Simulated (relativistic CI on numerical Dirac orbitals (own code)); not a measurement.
## Ni²⁺ in a cubic cluster: 1s photoemission with charge transfer

Computed with a charge-transfer multiplet model of a cubic metal-ligand cluster with up to 2 ligand holes, Slater and spin-orbit integrals from Dirac-Coulomb-Breit ions, Slater integrals scaled by 0.8. The ground state mixes d8 with configurations of k ligand holes L, whose averages lie at kΔ + k(k − 1)U_dd/2; a core hole lowers each added d electron by U_cd. 20 K, Lorentzian 1.1 eV and Gaussian 0.6 eV FWHM.

Atomic integrals in eV (Slater integrals scaled, ζ unscaled), ground: F2dd 9.736, F4dd 6.042, zeta_d 0.080; with the core hole: F2dd 11.122, F4dd 6.940, zeta_d 0.112, G2cd 0.065.

Cluster parameters (eV): U_dd = 8.1, U_cd = 9.5, 10Dq = 0.7, 10Dq(ligand) = 0.6, V(eg) = 2.9, V(t2g) = -1.29, final-state hopping factor = 1.

```csv
Case,n_d,d8,d9L,d10L2,S
Δ = 1.6 eV,8.43,0.59,0.38,0.03,1.00
Δ = 3.6 eV,8.30,0.71,0.28,0.01,1.00
Δ = 4.6 eV,8.25,0.76,0.23,0.01,1.00
Δ = 6.6 eV,8.18,0.83,0.17,0.00,1.00
Δ = 7.6 eV,8.15,0.85,0.14,0.00,1.00
```

Weights, n_d and S are thermal averages at 20 K. Binding energies count from the first peak over 30 % of the highest in each spectrum, which can be another peak from case to case. The parameters are a model scan and need not match a compound or its usual spin state. Peaks in eV (height, largest 100):
- Δ = 1.6 eV: 0.0 (100), 7.5 (46), 13.7 (24)
- Δ = 3.6 eV: 0.0 (100), 7.7 (47), 12.3 (18)
- Δ = 4.6 eV: 0.0 (100), 7.7 (49), 12.0 (12)
- Δ = 6.6 eV: 0.0 (100), 7.5 (43)
- Δ = 7.6 eV: 0.0 (100), 7.4 (37)

For the case Δ = 4.6 eV, Δ = 4.6 eV is smaller than U_dd = 8.1 eV, the charge-transfer side of the Zaanen-Sawatzky-Allen scheme. With the core hole the configuration with one ligand hole lies at Δ − U_cd = -7.9, -5.9, -4.9, -2.9, -1.9 eV from the one without, in the order of the table; where this is negative the screened configuration lies lower, though the effective hopping of about 3.8 eV (from the holes of the mixed ground state) mixes the two strongly wherever it is as large as the gap.
